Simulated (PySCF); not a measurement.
BFHI. Atoms are numbered in the order given.

```xyz
4

B     -0.5645     1.4701     0.0000
F      0.3654     2.4091     0.0000
H     -1.7259     1.7617     0.0000
I      0.0238    -0.5810     0.0000
```
Charge 0, spin multiplicity 1.

The structure is a stationary point at PBE-D3(BJ)/def2-TZVP. The def2 effective core potentials stand for the cores of I; spin–orbit coupling is left out.

Method: PBE-D3(BJ)/def2-TZVP (PySCF).

Frequencies are harmonic and unscaled.

Computed vibrational spectrum:
```
mode  ν (cm⁻¹)  IR (km/mol)  moving atoms (share of kinetic energy)
----  --------  -----------  --------------------------------------
1          275          0.3                  F 70 %, I 15 %, B 14 %
2          585         63.7                          B 74 %, H 17 %
3          757          9.6                          H 62 %, B 35 %
4         1035         81.8                           H 83 %, B 9 %
5         1265        387.6                          B 64 %, F 33 %
6         2612         76.0                           H 91 %, B 9 %
```
